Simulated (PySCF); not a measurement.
## Assignment exercise: C3H12N2Si

Atoms are numbered as in `[CH3:1][N:2]([NH2:3])[SiH:4]([CH3:5])[CH3:6]`; H(Xn) means a hydrogen on atom n.

- GIAO PBE0/pcSseg-1 shieldings
- geometry: GFN2-xTB
- code: PySCF 2.14
- a single conformation, non-relativistic, no solvent, fast rotation and ring inversion assumed for equivalent nuclei

Shifts are taken against calculated references (same method and geometry level): $^{13}$C (186.93 ppm) and $^{1}$H (31.72 ppm) vs TMS.

Task: Assign these signals to the numbered atoms. $^{13}$C{$^{1}$H} NMR (computed): δ 45.3, -1.7.

Result: 
45.3 → C1, methyl carbon bonded to N: the inductive effect lowers its shielding
-1.7 → C5/C6, methyl carbon bonded to Si: an electropositive neighbour leaves it electron-rich and shielded

Task: Assign these signals to the numbered atoms. $^{1}$H NMR (300 MHz, computed): δ 4.95 (sept, 1H), 2.66 (s, 3H), 2.49 (br s, 2H), 0.17 (d, 6H).

Result: 
```tsv
δ (ppm)	atoms	environment	reason
4.95	H(Si4)	hydrogen on a silicon bonded to 2 C, N	–
2.66	H(C1)	hydrogen on a methyl carbon bonded to N	its carbon carries N, an electronegative neighbour
2.49	H(N3)	hydrogen on a nitrogen bonded to O or N	labile proton, position sensitive to the medium
0.17	H(C5)/H(C6)	hydrogen on a methyl carbon bonded to Si	an electropositive neighbour shields it, as in TMS itself
```

The OH or NH signal is concentration- and solvent-dependent in practice; the value given is the gas-phase one. Shifts are as computed. Against solution values, carbons near 30 ppm lie about +3 ppm off and those near 130 ppm about +5 ppm. Of 1211 compounds with measured shifts, 218 miss one by over three times the rms of a fit or turn the order of signals round; such compounds aren't used in these exercises. No couplings were computed; multiplicities are counted from neighbouring protons, with m where these are inequivalent, close in shift, in a saturated or five-membered ring or joined by F or P, and br s for small geminal =CH2 splittings.
